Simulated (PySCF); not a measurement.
Compound: C₄H₆OSi.
InChI=1S/C4H6OSi/c5-3-1-2-4-6/h3H,4H2,6H3

Computed with TDDFT CAM-B3LYP/def2-SVPD, vertical, gas phase, core orbitals frozen in the response in PySCF 2.14.0, density-fitted response routines. Geometry: PBE0-D3(BJ)/def2-SVP; no solvent, vibrations or thermal averaging.

Computed states:

| state | E (eV) | f |
| --- | --- | --- |
| S1 | 3.96 | 0.0004 |
| S2 | 4.82 | 0.0002 |
| S3 | 5.45 | 0.264 |
| S4 | 6.53 | 0.0007 |
| S5 | 7.24 | 0.0001 |
| S6 | 7.38 | 0.0060 |

Broadening: Gaussians 0.5 eV wide at half height, area fixed by f = 4.319×10⁻⁹ ∫ε dν̃. The width is an assumption, not a result. The curve ends short of the highest state used, and states not computed would add to its high-energy end.

Question: What does the envelope look like, and where are its maxima?

Answer: 
E (eV), ε (L mol⁻¹ cm⁻¹) and a bar:
```
     3.21          0 
     3.33          0 
     3.46          1 
     3.58          4 
     3.70          9 
     3.82         16 
     3.95         20 
     4.07         17 
     4.19         11 
     4.32          5 
     4.44          4 
     4.56          7 
     4.69         32 
     4.81        165 
     4.93        731 ##
     5.06       2677 ######
     5.18       6411 ##############
     5.30      11166 ########################
     5.43      14209 ##############################
     5.55      12727 ###########################
     5.67       8282 #################
     5.79       3916 ########
     5.92       1214 ###
     6.04        298 #
     6.16         60 
     6.29         26 
     6.41         34 
     6.53         40 
     6.66         34 
     6.78         26
```

Maxima: 313 nm (3.96 eV), ε about 20, made up of S1 (100%); 228 nm (5.45 eV), ε about 14000, made up of S3 (100%); 190 nm (6.53 eV), ε about 40, made up of S4 (100%) (ε in L mol⁻¹ cm⁻¹; maxima over ε = 5, shares over 10%).

Question: What would ε be at 5.45 eV, the highest of these maxima, with half the width (0.25 eV)?

Answer: About 28500 L mol⁻¹ cm⁻¹ against 14300, a factor of about 2.00; a lone state at its own centre would give exactly 2.

Question: On this curve, what absorbance would a 10⁻⁴ mol/L sample give at 355 nm over a 1 cm path?

Answer: 355 nm is 3.493 eV, where ε is about 1.8 L mol⁻¹ cm⁻¹, so A = ε c l ≈ 0.00018 (Beer–Lambert, with the gas-phase spectrum and the assumed width).

Question: Coming from long wavelengths, where does ε first pass 100 L mol⁻¹ cm⁻¹?

Answer: At about 260 nm (4.77 eV), 0.82 eV above S1.

The run took 38 s wall on Arm Neoverse N1, one thread, no GPU, shared host with 64 logical CPUs at a one-minute load of 38, and the process peaked at 0.80 GiB of memory.
